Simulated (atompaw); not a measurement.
# u(r) = r·R(r): atom against pseudo-atom (erbium (Er))

Columns: radius, all-electron u(r) and pseudo u(r) of the 4f shell (level -6.28 eV) of erbium in the configuration [Kr] 4d10 4f11.5 5s2 5p6 5d0.5 6s2 6p0; PBEsol, scalar-relativistic, PAW (atompaw) scheme, atompaw 4.2.0.5.

```json
{"r (bohr)": "0.115", "all-electron": "0.1495", "pseudo": "0.0005"}
{"r (bohr)": "0.231", "all-electron": "0.6169", "pseudo": "0.0076"}
{"r (bohr)": "0.346", "all-electron": "0.9791", "pseudo": "0.0346"}
{"r (bohr)": "0.462", "all-electron": "1.1237", "pseudo": "0.0953"}
{"r (bohr)": "0.577", "all-electron": "1.1154", "pseudo": "0.1924"}
{"r (bohr)": "0.692", "all-electron": "1.0347", "pseudo": "0.3154"}
{"r (bohr)": "0.808", "all-electron": "0.9274", "pseudo": "0.4416"}
{"r (bohr)": "0.923", "all-electron": "0.8185", "pseudo": "0.5399"}
{"r (bohr)": "1.038", "all-electron": "0.7168", "pseudo": "0.5895"}
{"r (bohr)": "1.154", "all-electron": "0.6248", "pseudo": "0.5846"}
{"r (bohr)": "1.269", "all-electron": "0.5448", "pseudo": "0.5384"}
{"r (bohr)": "1.385", "all-electron": "0.4747", "pseudo": "0.4746"}
{"r (bohr)": "1.500", "all-electron": "0.4146", "pseudo": "0.4146"}
{"r (bohr)": "1.615", "all-electron": "0.3628", "pseudo": "0.3628"}
{"r (bohr)": "1.731", "all-electron": "0.3176", "pseudo": "0.3176"}
{"r (bohr)": "1.846", "all-electron": "0.2791", "pseudo": "0.2791"}
{"r (bohr)": "1.962", "all-electron": "0.2455", "pseudo": "0.2455"}
{"r (bohr)": "2.077", "all-electron": "0.2166", "pseudo": "0.2166"}
{"r (bohr)": "2.192", "all-electron": "0.1916", "pseudo": "0.1916"}
{"r (bohr)": "2.308", "all-electron": "0.1697", "pseudo": "0.1697"}
{"r (bohr)": "2.423", "all-electron": "0.1508", "pseudo": "0.1508"}
{"r (bohr)": "2.538", "all-electron": "0.1344", "pseudo": "0.1344"}
{"r (bohr)": "2.654", "all-electron": "0.1198", "pseudo": "0.1198"}
{"r (bohr)": "2.769", "all-electron": "0.1073", "pseudo": "0.1073"}
{"r (bohr)": "2.885", "all-electron": "0.0961", "pseudo": "0.0961"}
{"r (bohr)": "3.000", "all-electron": "0.0863", "pseudo": "0.0863"}
```

Problem. How many radial nodes do the two functions have?

Solution. The all-electron 4f function has n − l − 1 = 0; the pseudo-wave has 0.

Problem. At about which radius was the pseudo-wave matched?

Solution. 1.45 bohr, where the columns begin to agree (steps of 0.12 bohr).

Problem. Where does each function peak?

Solution. Outermost all-electron maximum near 0.46 bohr, pseudo maximum near 1.04 bohr (to the table’s step).

Problem. Is the pseudo-wave norm-conserving?

Solution. No, it belongs to a PAW set: the norm inside the radius is not constrained, and the difference is carried by the augmentation charge.
